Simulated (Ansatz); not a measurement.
Start from `CC[CH](F)[AlH2]` and change one atom or group to get `F[CH](F)[AlH2]`.

Ansatz, PBE0-D4/def2-TZVP geometries, multiplicity 1. Each molecule was computed in one conformer, which needn't be the lowest.

| property | `CC[CH](F)[AlH2]` |
| --- | --- |
| LUMO energy (B3LYP/def2-TZVPP) / eV | -1.82 |
| HOMO–LUMO gap (PBE0/def2-TZVPP) / eV | 5.85 |
| HOMO–LUMO gap (B3LYP/def2-TZVPP) / eV | 5.43 |
| size of the dipole moment (PBE/def2-TZVPP) / D | 1.47 |
| HOMO energy (ωB97M-V/def2-TZVPP) / eV | -9.70 |
| HOMO–LUMO gap (ωB97M-V/def2-TZVPP) / eV | 9.68 |

Question: What does the change do to each property? (Best estimate.)

Answer: Computed: 
```
                                      property  `F[CH](F)[AlH2]`  shift
           LUMO energy (B3LYP/def2-TZVPP) / eV             -1.06   0.76
          HOMO–LUMO gap (PBE0/def2-TZVPP) / eV              7.40   1.55
         HOMO–LUMO gap (B3LYP/def2-TZVPP) / eV              6.97   1.54
size of the dipole moment (PBE/def2-TZVPP) / D              1.22  -0.25
         HOMO energy (ωB97M-V/def2-TZVPP) / eV            -10.55  -0.85
       HOMO–LUMO gap (ωB97M-V/def2-TZVPP) / eV             11.32   1.64
```

With PBE0 the HOMO falls by 0.78 eV and the LUMO rises by 0.78 eV, so the gap widens by about 1.56 eV. PBE moves the HOMO by -0.65 eV and ωB97M-V by -0.85 eV. Dipoles are sizes alone; their direction can turn.

B3LYP here is the variant with VWN-RPA as its local correlation; programs differ in this.
